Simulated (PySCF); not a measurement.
A structure optimised at B3LYP-D3(BJ)/def2-SVP, used in a PySCF frequency run:

```
B
O 1 1.3771
H 2 0.9641 1 114.31
N 1 1.4147 2 121.82 3 0.07
H 4 1.0116 1 121.95 2 -179.33
H 4 1.0133 5 113.23 1 179.57
C 1 1.5857 2 116.81 3 179.67
H 7 1.1047 1 110.89 2 173.25
H 7 1.1071 8 105.56 1 -115.65
C 7 1.5355 8 110.20 9 -117.61
H 10 1.1011 7 110.89 8 179.13
H 10 1.1026 11 107.82 7 123.17
H 10 1.1032 11 107.08 12 115.19
```

Problem. Write its SMILES and formula.

Solution. CCB(N)O, C2H8BNO

Problem. What are its rotational constants (standard atomic weights)?

Solution. 7.8118, 3.4420, 2.6173 GHz
